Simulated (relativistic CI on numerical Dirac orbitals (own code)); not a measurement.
# Line list: Electric-dipole lines, Mn10+

These numbers are calculated, not measured: Dirac-Coulomb-Breit CI, orbitals from a KLI potential per configuration, QED by a radiative potential, valence Slater integrals scaled by 0.9, P86 correlation estimate, and configurations built on the next ion tied to the tabulated ionisation energy (semi-empirical) (own radial code, finite nucleus).

Configurations in the expansion (outside the closed core [Ne]): 3s2.3p3, 3s2.3p2.3d, 3s2.3p2.4s, 3s2.3p2.4p, 3s2.3p2.4d, 3s2.3p2.5s, 3s2.3p2.4f, 3s.3p4, 3p5, 3s2.3p.3d2, 3s.3p3.3d, 3p3.3d2, 3p4.3d, 3s.3p2.3d2, 3s2.3p.3d.4s, 3s2.3p.3d.4p, 3p4.4s, 3p4.4p, 3s.3p2.3d.4s, 3s.3p3.4s, 3s.3p2.3d.4p, 3s.3p3.4p, 3p3.3d.4s, 3s.3p3.4d. Levels of other configurations are missing.

```
λ vac (Å)                Lower                    Upper   A (s⁻¹)  log gf  S velocity/length
   90.111  3s2.3p3 2P°_1/2 [4]  3s2.3p2.4s 2S_1/2 [280]  5.18e+10   -0.90               0.83
   90.499  3s2.3p3 2P°_3/2 [5]  3s2.3p2.4s 2S_1/2 [280]  7.69e+10   -0.72               0.84
   90.928  3s2.3p3 4S°_3/2 [1]  3s2.3p2.4s 4P_5/2 [227]  5.94e+10   -0.35               0.83
   91.378  3s2.3p3 2D°_3/2 [2]  3s2.3p2.4s 2D_3/2 [253]  5.89e+10   -0.53               0.84
   91.451  3s2.3p3 2D°_3/2 [2]  3s2.3p2.4s 2D_5/2 [252]  1.53e+10   -0.94               0.83
   91.515  3s2.3p3 4S°_3/2 [1]  3s2.3p2.4s 4P_3/2 [220]  6.16e+10   -0.51               0.84
   91.738  3s2.3p3 2D°_5/2 [3]  3s2.3p2.4s 2D_5/2 [252]  8.03e+10   -0.22               0.84
   92.026  3s2.3p3 4S°_3/2 [1]  3s2.3p2.4s 4P_1/2 [217]  6.47e+10   -0.78               0.84
   93.422  3s2.3p3 2D°_5/2 [3]  3s2.3p2.4s 2P_3/2 [235]  1.23e+11   -0.19               0.84
   93.829  3s2.3p3 2D°_3/2 [2]  3s2.3p2.4s 2P_1/2 [231]  1.61e+11   -0.37               0.84
   94.238  3s2.3p3 2P°_3/2 [5]  3s2.3p2.4s 2D_3/2 [253]  5.58e+10   -0.53               0.83
   94.316  3s2.3p3 2P°_3/2 [5]  3s2.3p2.4s 2D_5/2 [252]  1.64e+10   -0.88               0.82
   95.659  3s2.3p3 2P°_1/2 [4]  3s2.3p2.4s 2P_3/2 [235]  2.11e+10   -0.94               0.84
   96.096  3s2.3p3 2P°_3/2 [5]  3s2.3p2.4s 2P_3/2 [235]  3.94e+10   -0.66               0.82
   96.402  3s2.3p3 2P°_1/2 [4]  3s2.3p2.4s 2P_1/2 [231]  3.89e+10   -0.96               0.83
   188.66  3s2.3p3 2D°_5/2 [3]   3s2.3p2.3d 2D_5/2 [40]  4.40e+09   -0.85               0.81
   196.57  3s2.3p3 2D°_3/2 [2]   3s2.3p2.3d 2F_5/2 [38]  1.02e+11    0.55               0.96
   196.68  3s2.3p3 2D°_5/2 [3]   3s2.3p2.3d 2F_7/2 [39]  1.08e+11    0.70               0.96
   197.08  3s2.3p3 2P°_1/2 [4]   3s2.3p2.3d 2D_3/2 [41]  7.36e+10    0.23               0.94
   197.08  3s2.3p3 4S°_3/2 [1]   3s2.3p2.3d 2D_5/2 [32]  1.97e+09   -1.16               0.94
   197.90  3s2.3p3 2D°_5/2 [3]   3s2.3p2.3d 2F_5/2 [38]  5.79e+09   -0.69               1.00
   198.12  3s2.3p3 2D°_3/2 [2]   3s2.3p2.3d 2P_1/2 [36]  1.21e+10   -0.85               0.75
   198.95  3s2.3p3 2P°_3/2 [5]   3s2.3p2.3d 2D_3/2 [41]  2.04e+10   -0.31               0.91
   199.90  3s2.3p3 2P°_3/2 [5]   3s2.3p2.3d 2D_5/2 [40]  9.18e+10    0.52               0.94
   203.64  3s2.3p3 4S°_3/2 [1]   3s2.3p2.3d 4P_1/2 [30]  8.95e+10    0.05               0.93
   204.49  3s2.3p3 4S°_3/2 [1]   3s2.3p2.3d 4P_3/2 [29]  8.72e+10    0.34               0.93
   206.00  3s2.3p3 4S°_3/2 [1]   3s2.3p2.3d 4P_5/2 [28]  8.49e+10    0.51               0.93
   206.73  3s2.3p3 2D°_3/2 [2]   3s2.3p2.3d 2D_3/2 [33]  5.87e+10    0.18               0.95
   208.10  3s2.3p3 2D°_5/2 [3]   3s2.3p2.3d 2D_5/2 [34]  4.58e+10    0.25               0.95
   208.20  3s2.3p3 2D°_5/2 [3]   3s2.3p2.3d 2D_3/2 [33]  9.58e+09   -0.60               0.92
   208.32  3s2.3p3 2P°_1/2 [4]   3s2.3p2.3d 2P_3/2 [37]  1.59e+10   -0.38               0.90
   210.40  3s2.3p3 2P°_3/2 [5]   3s2.3p2.3d 2P_3/2 [37]  5.23e+10    0.14               0.87
   212.02  3s2.3p3 2P°_1/2 [4]   3s2.3p2.3d 2S_1/2 [35]  5.69e+10   -0.12               0.92
   212.07  3s2.3p3 2P°_3/2 [5]   3s2.3p2.3d 2P_1/2 [36]  5.21e+10   -0.15               0.96
   214.71  3s2.3p3 2D°_5/2 [3]   3s2.3p2.3d 2D_5/2 [32]  2.39e+10    0.00               0.90
   217.57  3s2.3p3 2D°_3/2 [2]   3s2.3p2.3d 2D_3/2 [31]  6.59e+09   -0.73               0.85
   219.20  3s2.3p3 2D°_5/2 [3]   3s2.3p2.3d 2D_3/2 [31]  4.03e+09   -0.93               0.86
   219.65  3s2.3p3 2P°_1/2 [4]   3s2.3p2.3d 2D_3/2 [33]  6.72e+09   -0.71               1.00
   221.85  3s2.3p3 2P°_3/2 [5]   3s2.3p2.3d 2D_5/2 [34]  6.71e+09   -0.53               1.01
   225.74  3s2.3p3 2D°_3/2 [2]   3s2.3p2.3d 2P_1/2 [27]  4.11e+10   -0.20               0.91
   230.97  3s2.3p3 2D°_3/2 [2]   3s2.3p2.3d 2P_3/2 [25]  1.59e+10   -0.29               0.94
   232.80  3s2.3p3 2D°_5/2 [3]   3s2.3p2.3d 2P_3/2 [25]  4.26e+10    0.14               0.92
   241.23  3s2.3p3 2P°_1/2 [4]   3s2.3p2.3d 2P_1/2 [27]  8.94e+09   -0.81               1.01
   244.03  3s2.3p3 2P°_3/2 [5]   3s2.3p2.3d 2P_1/2 [27]  1.45e+10   -0.59               0.95
   250.15  3s2.3p3 2P°_3/2 [5]   3s2.3p2.3d 2P_3/2 [25]  4.75e+09   -0.75               1.04
```

Terms are leading LS components. Brackets give the number of a level in order of energy, since labels repeat. The list gives strong lines, with weight on those to low levels, without configurations that were not tied to measured data, among the lowest 300 of 1377 levels, so that lines to higher ones, which can be the strongest, are missing. Levels whose partners in the same complex of configurations lie outside the list can be far off, and so can their lines. Rates are taken at the computed energies, electric ones in the length gauge. A velocity-to-length ratio far from 1 marks an uncertain rate.

Configurations that consist of the next ion and one excited electron were tied to the tabulated ionisation energy; Rydberg ones are usually within 1,000 to 3,000 cm⁻¹ and the lowest ones within about 6,000 (9,000 in d shells), while levels on excited terms of the next ion carry the error of that term, and the other configurations can be misplaced by 10,000 cm⁻¹ or more. Rates follow the energies as ν³ (E1, M1) or ν⁵ (E2), so rates, branching and lifetimes can be off by large factors.

Question: From the table, what is the radiative lifetime of 3s2.3p2.4s 2D_5/2?

Answer: The listed rates from this level add up to about 1.12e+11 s⁻¹, 99 % of its decay; with all channels τ = 8.82e-12 s.

LS names give the leading component of a level, which can be under half, so a name can repeat, a term be missing and a line seem to break the LS rules.
